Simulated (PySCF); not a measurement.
Caution: the restricted solution is unstable towards spin-unrestricted or complex orbitals, so a lower solution exists and this singlet may not be the ground state.  The multiplicity is imposed and other spin states were not computed.

Species: [W(NH3)4]2+ (charge 2, multiplicity 1).

Problem. Predict the HOMO–LUMO gap, charge on the central atom (Mulliken) and LUMO from TPSSh-D3(BJ)/def2-TZVP // PBE-D3(BJ)/def2-SVP (PySCF).

Solution. 
| Quantity | Result |
|---|---|
| HOMO–LUMO gap | 2.14 eV |
| charge on the central atom (Mulliken) | 0.79 e |
| LUMO | -10.17 eV |
